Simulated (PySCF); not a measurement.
C4H5O3, doublet, geometry from GFN2-xTB; DF-WB97X/cc-pVDZ run with PySCF.

Here is a job for PySCF.
```python
from pyscf import gto, scf, dft

mol = gto.M(
    atom='''
C    -2.150676    0.743504    0.151588
C    -1.059862    0.084257   -0.575047
C    -0.611038   -1.281564    0.062433
O     0.719859   -1.053799    0.455595
C     1.120418    0.184450    0.105027
O     2.200973    0.621093    0.316026
O     0.137886    0.850479   -0.515300
H    -1.923801    1.400522    0.966900
H    -3.167631    0.573783   -0.135743
H    -1.319826   -0.061935   -1.631342
H    -1.209323   -1.534382    0.942044
H    -0.642221   -2.104057   -0.656431
''',
    basis='cc-pvdz',
    charge=0,
    spin=1,
    verbose=4,
)

mf = dft.UKS(mol)
mf.xc = 'wb97x'
mf.grids.prune = dft.gen_grid.treutler_prune
mf = mf.density_fit(auxbasis='def2-universal-jkfit')
mf.kernel()
```

The log (banner, timings and long lists left out):

```
PySCF version 2.14.0

[INPUT] verbose = 4
[INPUT] num. atoms = 12
[INPUT] num. electrons = 53
[INPUT] charge = 0
[INPUT] spin (= nelec alpha-beta = 2S) = 1
[INPUT] symmetry False subgroup None
[INPUT] Mole.unit = angstrom
[INPUT] Symbol           X                Y                Z      unit          X                Y                Z       unit  Magmom
[INPUT]  1 C     -2.150676000000   0.743504000000   0.151588000000 AA   -4.064188622675   1.405018932519   0.286459803771 Bohr   0.0
[INPUT]  2 C     -1.059862000000   0.084257000000  -0.575047000000 AA   -2.002848909834   0.159222654077  -1.086681338753 Bohr   0.0
[INPUT]  3 C     -0.611038000000  -1.281564000000   0.062433000000 AA   -1.154694471702  -2.421804971102   0.117981271135 Bohr   0.0
[INPUT]  4 O      0.719859000000  -1.053799000000   0.455595000000 AA    1.360336358303  -1.991391500341   0.860949773721 Bohr   0.0
[INPUT]  5 C      1.120418000000   0.184450000000   0.105027000000 AA    2.117283165033   0.348559983676   0.198472265685 Bohr   0.0
[INPUT]  6 O      2.200973000000   0.621093000000   0.316026000000 AA    4.159236177562   1.173695667884   0.597202588242 Bohr   0.0
[INPUT]  7 O      0.137886000000   0.850479000000  -0.515300000000 AA    0.260566776412   1.607172384694  -0.973775871988 Bohr   0.0
[INPUT]  8 H     -1.923801000000   1.400522000000   0.966900000000 AA   -3.635457008164   2.646603011428   1.827176189842 Bohr   0.0
[INPUT]  9 H     -3.167631000000   0.573783000000  -0.135743000000 AA   -5.985955053682   1.084292724931  -0.256517093327 Bohr   0.0
[INPUT] 10 H     -1.319826000000  -0.061935000000  -1.631342000000 AA   -2.494109672080  -0.117040187525  -3.082789595500 Bohr   0.0
[INPUT] 11 H     -1.209323000000  -1.534382000000   0.942044000000 AA   -2.285289266137  -2.899561750462   1.780205157290 Bohr   0.0
[INPUT] 12 H     -0.642221000000  -2.104057000000  -0.656431000000 AA   -1.213621801444  -3.976091480474  -1.240474809674 Bohr   0.0

nuclear repulsion = 310.90802214648
number of shells = 50
number of NR pGTOs = 217
number of NR cGTOs = 123
basis = cc-pvdz
ecp = {}

******** <class 'pyscf.df.df_jk.DFUKS'> ********
method = DFUKS
initial guess = minao
damping factor = 0
level_shift factor = 0
DIIS = <class 'pyscf.scf.diis.CDIIS'>
diis_start_cycle = 1
diis_space = 8
diis_damp = 0
SCF conv_tol = 1e-09
SCF conv_tol_grad = None
SCF max_cycles = 50
direct_scf = False
number electrons alpha = 27  beta = 26
XC library pyscf.dft.libxc version 7.1.2
    S. Lehtola, C. Steigemann, M. J. T. Oliveira, and M. A. L. Marques,  SoftwareX 7, 1–5 (2018)
XC functionals = wb97x
    J.-D. Chai and M. Head-Gordon,  J. Chem. Phys. 128, 084106 (2008)
radial grids:
    Treutler-Ahlrichs [JCP 102, 346 (1995); DOI:10.1063/1.469408] (M4) radial grids

becke partition: Becke, JCP 88, 2547 (1988); DOI:10.1063/1.454033
pruning grids: <function treutler_prune>
grids dens level: 3
symmetrized grids: False
atomic radii adjust function: <function treutler_atomic_radii_adjust>
small_rho_cutoff = 0
Set gradient conv threshold to 3.16228e-05
tot grids = 128104
******** <class 'pyscf.df.df.DF'> ********
auxbasis = def2-universal-jkfit
Create RSH-DF object <pyscf.df.df.DF object> for omega=0.3
******** <class 'pyscf.df.df.DF'> ********
auxbasis = auxmol.basis = def2-universal-jkfit
init E= -382.468694909228

cycle= 1 E= -380.739472458766  delta_E= 1.73  |g|= 0.765  |ddm|= 2.42
cycle= 2 E= -380.680901886041  delta_E= 0.0586  |g|= 0.919  |ddm|= 1.01
cycle= 3 E= -380.973771650202  delta_E= -0.293  |g|= 0.0976  |ddm|= 0.552
cycle= 4 E= -380.976994595238  delta_E= -0.00322  |g|= 0.0469  |ddm|= 0.0861
cycle= 5 E= -380.977967330319  delta_E= -0.000973  |g|= 0.00689  |ddm|= 0.0369
cycle= 6 E= -380.978037934257  delta_E= -7.06e-05  |g|= 0.00259  |ddm|= 0.0145
cycle= 7 E= -380.978047973039  delta_E= -1e-05  |g|= 0.00112  |ddm|= 0.00599
cycle= 8 E= -380.978049351921  delta_E= -1.38e-06  |g|= 0.000439  |ddm|= 0.00208
cycle= 9 E= -380.978049480471  delta_E= -1.29e-07  |g|= 0.000209  |ddm|= 0.000599
cycle= 10 E= -380.978049509032  delta_E= -2.86e-08  |g|= 4.9e-05  |ddm|= 0.000268
cycle= 11 E= -380.97804951215  delta_E= -3.12e-09  |g|= 2.17e-05  |ddm|= 0.000104
cycle= 12 E= -380.978049512612  delta_E= -4.62e-10  |g|= 8.34e-06  |ddm|= 3.79e-05
Extra cycle  E= -380.978049512659  delta_E= -4.65e-11  |g|= 7.09e-06  |ddm|= 1.27e-05
converged SCF energy = -380.978049512659  <S^2> = 0.75453107  2S+1 = 2.0045259
```
